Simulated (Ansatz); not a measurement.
Basis-set extrapolation for C₂H₉BO₂ (PBE0-D4/def2-TZVP geometry, frozen core, Ansatz 0.2.0). Multiplicity 1, RHF reference.

|  | def2-TZVPP | def2-QZVPP |
| --- | --- | --- |
| HF | -255.573169 | -255.585755 |
| MP2 correlation | -0.963690 | -1.033661 |
| CCSD(T) correlation | -1.041332 | not run |

Energies in hartree. Use E(X) = E(∞) + A·exp(−7.88·√X) for Hartree–Fock and E(X) = E(∞) + B·X^(−2.97) for correlation, with X = 3 and 4, and add CCSD(T) minus MP2 of the smaller set to the MP2 limit.

**Question.** What is the CCSD(T) energy at the basis-set limit?

**Answer.** HF limit: -255.585755 + (-0.012586) × 0.13774 = -255.58749. MP2 limit: -1.033661 + (-0.069971) × 0.74074 = -1.08549. Higher-order term: -1.041332 − (-0.963690) = -0.07764. Total: -256.75062 hartree, 357.4 kJ/mol below CCSD(T)/def2-TZVPP.
